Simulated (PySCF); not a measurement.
# ECD: `N([SiH2]N)[C@@H]1[C@H](F)[C@@H]1F`, C3H8F2N2Si

Geometry (Å), atoms numbered from 1 in this order:
```xyz
16

N     2.628    0.780    0.465
Si    1.800   -0.702    0.186
N     0.192   -0.506    0.788
C    -0.976   -0.595    0.009
C    -1.658    0.658   -0.522
F    -1.099    1.857   -0.203
C    -2.295   -0.149    0.581
F    -2.304    0.371    1.836
H     2.189    1.647    0.195
H     3.621    0.831    0.313
H     1.658   -1.144   -1.209
H     2.489   -1.706    0.998
H     0.075    0.114    1.576
H    -0.989   -1.456   -0.648
H    -2.123    0.700   -1.499
H    -3.215   -0.689    0.389
```

The calculation used TDDFT wB97X-D/def2-SVPD circular dichroism and optical rotation, one conformer, gas phase (PySCF 2.14.0). Geometry: GFN2-xTB.

The molecule is flexible and this is one conformer; a measurement averages over conformers.

(1) What are the CIP labels of the stereocentres?

(2) Which excitations and rotatory strengths does the calculation give?

Answers

(1) C5 S, C7 R.

(2) Rotatory strengths R in 10⁻⁴⁰ esu² cm², velocity form and length form (origin at the centre of mass); f in length form.
```
state  E (eV)  λ (nm)      f  R (velocity)  R (length)                                  main
    1    5.89     210  0.007          -1.1        -0.3                        HOMO→LUMO 0.86
    2    6.64     187  0.020         -47.4       -48.3  HOMO→LUMO+1 0.62, HOMO−1→LUMO+1 0.21
    3    6.97     178  0.030         +11.5       +13.1  HOMO−1→LUMO+1 0.64, HOMO→LUMO+2 0.15
    4    7.21     172  0.003         -20.0       -19.1    HOMO→LUMO+3 0.39, HOMO−1→LUMO 0.13
    5    7.30     170  0.003          -1.7        -2.1    HOMO−2→LUMO 0.64, HOMO→LUMO+4 0.13
    6    7.32     169  0.010          -3.7        -4.2    HOMO→LUMO+4 0.31, HOMO→LUMO+2 0.29
    7    7.52     165  0.002         -11.8       -10.1    HOMO−1→LUMO 0.27, HOMO→LUMO+3 0.24
    8    7.62     163  0.024          +5.9        +6.4    HOMO→LUMO+4 0.30, HOMO→LUMO+2 0.22
    9    7.98     155  0.022          -3.4        -3.7    HOMO→LUMO+7 0.34, HOMO→LUMO+5 0.23
   10    8.16     152  0.015          -7.4        -6.3    HOMO→LUMO+5 0.41, HOMO→LUMO+7 0.23
   11    8.26     150  0.008         -21.9       -21.6  HOMO→LUMO+6 0.26, HOMO−1→LUMO+2 0.25
   12    8.35     148  0.042         +50.1       +49.9  HOMO→LUMO+6 0.24, HOMO−1→LUMO+4 0.10
```

Among the states computed, the strongest CD band (largest |R|) is state 12. The largest dissymmetry factor in size, g = 4R/(D+G), with D and G the electric and magnetic dipole strengths, is -0.072 for state 4 (velocity form, f = 0.003), among bands with |R| over 0.5. The mirror image has the same energies and oscillator strengths and all R with the opposite sign.
